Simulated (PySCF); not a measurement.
# Successive Ge–F bond energies

Level of theory: PBE0 in PySCF with Ge def2-TZVP, F def2-TZVP; no relativity; density-fitted integrals.

Each entry is the lowest minimum that a search over a few typed start shapes (and spin states, where more than one is plausible) found, or that minimum re-optimised at the stated level; isomers with ligand–ligand bonds, or fragments after loss of a ligand pair, can lie lower.

Total energies (Eh), which compare only within these settings: F atom -99.67618.

```csv
species,2S+1,group,E (Eh),ZPE (kJ/mol)
GeF₂,1,C2v,-2276.40758,9.7
GeF₃,2,C3v,-2376.19872,17.0
GeF₄,1,Td,-2476.07114,25.9
```

(1) What are De and D0 for GeF₃ → GeF₂ + F?

(2) What are De and D0 for GeF₄ → GeF₃ + F?

Results:

(1) De = [(-2276.40758) + (-99.67618) − (-2376.19872)] × 2625.5 = 302 kJ/mol. The zero-point energy changes by -7.3 kJ/mol, so D0 = 295 kJ/mol.

(2) De = [(-2376.19872) + (-99.67618) − (-2476.07114)] × 2625.5 = 515 kJ/mol. The zero-point energy changes by -8.9 kJ/mol, so D0 = 506 kJ/mol.

Atoms and open shells are unrestricted, without spin–orbit or basis-set superposition corrections.
